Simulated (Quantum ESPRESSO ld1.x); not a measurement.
All-electron atom: the tellurium ion Te39+ in [Ne] 3s2 3p1. Calculated with ld1.x of Quantum ESPRESSO 7.5: non-relativistic Kohn-Sham, LDA (Slater exchange, VWN5 correlation), spin-polarised, spherical densities, point nucleus; open shells are filled with parallel spins first; relativity is left out, which matters for an element this heavy.

Unscreened Slater integrals over Kohn-Sham orbitals (cm^-1). They are taken over the spin-up orbitals.

| integral | value |
|---|---|
| F0(3p,3p) | 700900 |
| F2(3p,3p) | 353140 |
| F0(3p,3s) | 680920 |
| G1(3p,3s) | 434230 |
| F0(3p,2p) | 923620 |
| F2(3p,2p) | 240010 |
| G0(3p,2p) | 94397 |
| G2(3p,2p) | 104990 |
| F0(3p,2s) | 891140 |
| G1(3p,2s) | 76674 |
| F0(3s,3s) | 664820 |
| F0(3s,2p) | 870710 |
| G1(3s,2p) | 91365 |
| F0(3s,2s) | 848330 |
| G0(3s,2s) | 72199 |
| F0(2p,2p) | 1893800 |
| F2(2p,2p) | 906800 |
| F0(2p,2s) | 1711100 |
| G1(2p,2s) | 956610 |
| F0(2s,2s) | 1597800 |

Derived for the open shells (J is the average intra-shell exchange parameter used in DFT+U). 3p: J = F2/5 = 70630 cm^-1.
